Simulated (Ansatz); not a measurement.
Start from `N[Si@H](F)O[Si@@H](N)O` and change one atom or group to get `N[SiH](O)F`.

Ansatz, PBE0-D4/def2-TZVP geometries, multiplicity 1. Each molecule was computed in one conformer, which needn't be the lowest.

```json
{"property": "LUMO energy (PBE/def2-TZVPP) / eV", "`N[Si@H](F)O[Si@@H](N)O`": "0.07"}
{"property": "HOMO energy (ωB97M-V/def2-TZVPP) / eV", "`N[Si@H](F)O[Si@@H](N)O`": "-10.07"}
{"property": "HOMO–LUMO gap (B3LYP/def2-TZVPP) / eV", "`N[Si@H](F)O[Si@@H](N)O`": "7.97"}
{"property": "LUMO energy (ωB97M-V/def2-TZVPP) / eV", "`N[Si@H](F)O[Si@@H](N)O`": "2.28"}
{"property": "size of the dipole moment (B3LYP/def2-TZVPP) / D", "`N[Si@H](F)O[Si@@H](N)O`": "1.27"}
{"property": "HOMO energy (PBE/def2-TZVPP) / eV", "`N[Si@H](F)O[Si@@H](N)O`": "-6.20"}
```

Q: Give the same properties after the change, and the shifts. (Estimate.)

A: Ansatz gave: 
```json
{"property": "LUMO energy (PBE/def2-TZVPP) / eV", "`N[SiH](O)F`": "-0.08", "shift": "-0.15"}
{"property": "HOMO energy (ωB97M-V/def2-TZVPP) / eV", "`N[SiH](O)F`": "-10.35", "shift": "-0.28"}
{"property": "HOMO–LUMO gap (B3LYP/def2-TZVPP) / eV", "`N[SiH](O)F`": "8.10", "shift": "0.13"}
{"property": "LUMO energy (ωB97M-V/def2-TZVPP) / eV", "`N[SiH](O)F`": "2.19", "shift": "-0.09"}
{"property": "size of the dipole moment (B3LYP/def2-TZVPP) / D", "`N[SiH](O)F`": "2.54", "shift": "1.27"}
{"property": "HOMO energy (PBE/def2-TZVPP) / eV", "`N[SiH](O)F`": "-6.46", "shift": "-0.26"}
```

With PBE0 the HOMO falls by 0.29 eV and the LUMO falls by 0.12 eV, so the gap widens by about 0.17 eV. PBE moves the HOMO by -0.26 eV and ωB97M-V by -0.28 eV. Dipoles are sizes alone; their direction can turn.

B3LYP here is the variant with VWN-RPA as its local correlation; programs differ in this.
